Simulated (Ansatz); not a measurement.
Consider the ligand exchange at the Si–S bond: `B[SiH2]CS[SiH3]` + `[OH][In]([F])[F]` → `[F][In]([F])[O][SiH3]` + `B[SiH2]CS`.

Isolated molecules relaxed with PBE0-D4/def2-TZVP in Ansatz; ΔE leaves out vibrations. CCSD(T)/CBS is the MP2 limit (def2-TZVPP, def2-QZVPP) plus CCSD(T) − MP2 in def2-TZVPP, frozen cores. Functionals use def2-TZVPP. Elements past krypton have def2 core potentials. For In outer-core shells are correlated without core-valence functions, which leaves a few kJ/mol of doubt a bond. One conformer a species, not always the lowest.

`B[SiH2]CS[SiH3]`:

```xyz
14

B    -1.086    2.285    1.553
Si   -1.064    0.489    0.648
C     0.556   -0.463    0.825
S     0.523   -2.084   -0.018
Si    1.056   -1.517   -1.995
H    -2.108    2.904    1.609
H    -0.114    2.795    2.030
H    -2.169   -0.366    1.166
H    -1.325    0.735   -0.801
H     1.412    0.122    0.479
H     0.740   -0.685    1.879
H     0.034   -0.660   -2.650
H     2.343   -0.768   -1.980
H     1.202   -2.788   -2.745
```

`[OH][In]([F])[F]`:

Z-matrix (Å, degrees):
```
In
O 1 1.954
F 1 1.935 2 121.1
F 1 1.922 2 123.4 3 -180.0
H 2 0.962 1 111.3 3 -0.0
```

`[F][In]([F])[O][SiH3]`:

Cartesian coordinates in Å:
```
F -1.864 -1.486 -1.601
In -1.693 -0.682 0.144
F -3.202 -0.847 1.321
O -0.080 0.252 0.690
Si 1.373 0.606 0.011
H 1.196 1.334 -1.275
H 2.148 -0.637 -0.257
H 2.121 1.460 0.966
```

`B[SiH2]CS`:

```xyz
11

B    -0.350   -2.019    0.879
Si   -0.523   -0.029    0.670
C     0.491    0.664   -0.763
S     0.274    2.452   -0.883
H     0.327   -2.700    0.165
H    -0.948   -2.572    1.756
H    -1.961    0.311    0.461
H    -0.091    0.629    1.937
H     1.542    0.416   -0.595
H     0.165    0.176   -1.686
H     1.075    2.671   -1.940
```

CCSD(T)/CBS gives -42.5 kJ/mol.

(1) Another level gave -46.7 kJ/mol. Which?
A. LDA (SPW92)/def2-TZVPP
B. r2SCAN0/def2-TZVPP
C. RPA@PBE/def2-TZVPP
D. BHLYP/def2-TZVPP

Largest T1 diagnostic among the species: 0.018.

Answers

(1) C. RPA@PBE/def2-TZVPP -46.7, r2SCAN0 -41.1, LDA (SPW92) -23.9, BHLYP -55.9 kJ/mol.

The D4 term adds +7.4 kJ/mol with B3LYP and +4.1 kJ/mol with PBE0; it sums over pairs of atoms, weighted by their polarisabilities, and B3LYP, whose exchange is more repulsive, gets the larger term. At CCSD(T), def2-SVP lies −6.2 kJ/mol from the extrapolated value and def2-TZVPP −2.8 kJ/mol.

B3LYP here is the variant with VWN-RPA as its local correlation; programs differ in this.
